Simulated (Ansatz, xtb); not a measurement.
# Two isomers of C4H4OSe

Structure a is `Oc1ccc[se]1`, a singlet and structure b is `O=C1C=C[Se]C1`, a singlet. Both are isolated molecules in the gas phase, relaxed with B3LYP-D3(BJ)/def2-SVP; the shapes shown needn't be the lowest conformers.

a (Å):

```xyz
10

C    -2.0805    0.6670    1.1749
C    -1.1371   -0.3212    1.0805
C     0.1733    0.1491    0.7264
C     0.2867    1.4950    0.5379
O    -3.3902    0.5824    1.4822
Se   -1.3584    2.3720    0.8049
H    -3.6149   -0.3449    1.6447
H    -1.3681   -1.3742    1.2603
H     1.0229   -0.5284    0.6156
H     1.1762    2.0611    0.2677
```

b (Å):

```yaml
atoms:
  - { symbol: C, position_ang: [-0.0773, 1.7490, -0.6914] }
  - { symbol: C, position_ang: [0.2666, 0.3698, -1.0733] }
  - { symbol: C, position_ang: [0.2337, -0.5441, -0.0822] }
  - { symbol: C, position_ang: [-0.4147, 1.8699, 0.8089] }
  - { symbol: O, position_ang: [-0.1073, 2.7112, -1.4281] }
  - { symbol: Se, position_ang: [-0.2478, 0.0914, 1.6353] }
  - { symbol: H, position_ang: [0.5269, 0.1428, -2.1084] }
  - { symbol: H, position_ang: [0.4608, -1.6060, -0.1973] }
  - { symbol: H, position_ang: [-1.4401, 2.2465, 0.9295] }
  - { symbol: H, position_ang: [0.2782, 2.5748, 1.2895] }
```

Energies in hartree; the thermal terms are from GFN2-xTB frequencies at re-optimised GFN2-xTB minima (ideal gas, soft modes damped towards free rotors, one conformer each, 298.15 K, 1 atm) and include the zero-point energy:

|  | a | b |
| --- | --- | --- |
| E, CCSD(T)/def2-SVP | −2628.996748 | −2629.008665 |
| E, MP2/def2-SVP | −2628.935570 | −2628.942517 |
| E, MP2/def2-TZVPP | −2629.700087 | −2629.703260 |
| zero-point energy | 0.066847 | 0.066685 |
| H(298 K) − E | 0.073598 | 0.073315 |
| G(298 K) − E | 0.036721 | 0.036243 |

Problem. Correct the CCSD(T) difference for the basis set by the MP2 change, then work out ΔE, ΔE₀, ΔH and ΔG for a → b in kcal/mol (1 Eh = 627.51 kcal/mol) and the equilibrium ratio [b]/[a].

Solution. 1. Differences b − a: CCSD(T) −0.011917, MP2 in the small set −0.006947, MP2 in the large set −0.003173 Eh.
2. ΔE = −0.011917 + (−0.003173 − (−0.006947)) = −0.008143 Eh = −5.11 kcal/mol.
3. ΔE₀ = ΔE + ΔZPE = −0.008143 + (−0.000162) Eh = −5.21 kcal/mol.
4. ΔH = ΔE + (−0.000283) Eh = −5.29 kcal/mol.
5. ΔG = ΔE + (−0.000478) Eh = −5.41 kcal/mol, so ΔS = (ΔH − ΔG)/T = +1.7 J/(mol K).
6. kT = 0.9442 mEh, so K = [b]/[a] = exp(−ΔG/kT) = exp(+9.13) ≈ 9.2 × 10^3.

Structure b is favoured at this temperature. An error of 1 kcal/mol in ΔG would change K by a factor of 5.4. Mirror images and further conformers aren't counted.

As drawn, b has 1 C=O, 2 C–C, 1 C=C, 2 C–Se, 1 C–H in place of 1 C–O, 3 C∷C, 2 C∷Se, 1 O–H (∷ is an aromatic bond). Structure a has a 5-membered ring (with an aromatic ring), b a 5-membered ring.

Other levels gave ΔE = −0.7 (GFN2-xTB); −7.2 (HF/STO-3G, GFN2-xTB geometries); −7.0 (r2SCAN-D4/def2-SVP, GFN2-xTB geometries); −7.5 (B3LYP-D3(BJ)/def2-SVP); −10.2 (HF/def2-SVP); −4.4 (MP2/def2-SVP); −7.5 (CCSD(T)/def2-SVP) kcal/mol. The correlated steps freeze 14 core orbitals; the filled d shell of Se is correlated, in a basis made for valence electrons. Programs: Ansatz 0.2.0, xtb 6.7.1.
